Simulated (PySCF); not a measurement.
C3H8As, SMILES [CH2][As](C)C, multiplicity 2. Geometry: PBE-D3(BJ)/def2-SVP. The isomer is the one that the SMILES or the coordinates give; other isomers of the formula were not compared.

Problem. Give the equilibrium geometry at PBE-D3(BJ)/def2-SVP (PySCF confirms it by a frequency run) as Cartesian coordinates in Å, and its point group. (Estimate from the structure and the level; the computed values follow.)

Solution. point group Cs.
```xyz
12

C      0.5756     1.6815     0.0000
As    -0.4281     0.0636     0.0000
C      0.4641    -0.8687     1.5116
C      0.4641    -0.8687    -1.5116
H      0.6972     2.2486     0.9382
H      0.6972     2.2486    -0.9382
H      0.0567    -1.8953     1.5933
H      0.2387    -0.3254     2.4498
H      1.5602    -0.9090     1.3627
H      0.2387    -0.3254    -2.4498
H      1.5602    -0.9090    -1.3627
H      0.0567    -1.8953    -1.5933
```
Charge 0, spin multiplicity 2.
